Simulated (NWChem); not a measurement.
# AlH$_{3}$; SMILES [AlH3]

Results from NWChem. Pople sets run with spherical d functions. The geometry was optimised at PBE0/def2-SVP. Static field.

For level PBE/def2-TZVPD:

- isotropic polarisability (bohr³): 34.3
- anisotropy (bohr³): 8.0

Q: What are these values for level PBE/6-31G*?

A: 
| Quantity | Result |
|---|---|
| isotropic polarisability (bohr³) | 24.2 |
| anisotropy (bohr³) | 10.3 |
